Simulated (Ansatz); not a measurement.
Input file for Ansatz (a first-principles code): R-wB97M-V/def2-TZVPP on Cl2Sn (SMILES [Cl][Sn][Cl]). Elements past Kr take the def2 small-core potentials; no spin–orbit coupling.

Ansatz 0.2 input:
```yaml
crystal:
  periodic: [false, false, false]
  atoms:
    - {symbol: Sn, position_ang: [-0.00000000, -0.00000000, -1.03569463]}
    - {symbol: Cl, position_ang: [1.81346300, 0.00000000, 0.51779731]}
    - {symbol: Cl, position_ang: [-1.81346300, 0.00000000, 0.51779731]}
basis:
  gaussian:
    orbitals: def2-TZVPP
hamiltonian:
  xc: {name: wB97M-V}
scf: {lower_state_search: off}
```

Output:

```
WARN ansatz: RAYON_NUM_THREADS=4 ignored (pool sized by the plan → 4); use --threads N
Functional definition: wB97M-V
these checks for a lower state are left out or cut short: stability, starts, cluster_reference, orbital_swaps, neighbouring_geometries, increment
integrals: 0.09 GiB planned
1052 factors; their error is unknown
integrals: 0.12 GiB planned
164 factors; integrals over basis functions are off by at most 6.8e-5 eV
mean field: 0.72 GiB planned
mean field evaluation 1: about -30876.5489 eV, gradient 2.2e1 eV
mean field evaluation 2: about -30877.1214 eV, gradient 2.2e1 eV
mean field evaluation 4: about -30878.1676 eV, gradient 4.7e-1 eV
mean field evaluation 8: about -30878.2526 eV, gradient 2.9e-2 eV
mean field evaluation 16: about -30878.2526 eV, gradient 1.3e-5 eV
mean field -30878.25263141 eV, -1134.7548541729 hartree, gradient 4.9e-6 eV, S^2 0.000000; 0 other end points of the search recorded, 0 dependent functions left out
reference -30878.25267347 eV, -1134.7548557188 hartree; 28, 28 occupied and 106, 106 virtual orbitals, 1052 factors
Total energy: -30878.25267347 eV, -1134.7548557188 hartree
Checks for a lower state left out: stability, starts, cluster_reference, orbital_swaps, neighbouring_geometries, increment
```

The calculation finished and met its thresholds.

Cost: very roughly 7 core-seconds.
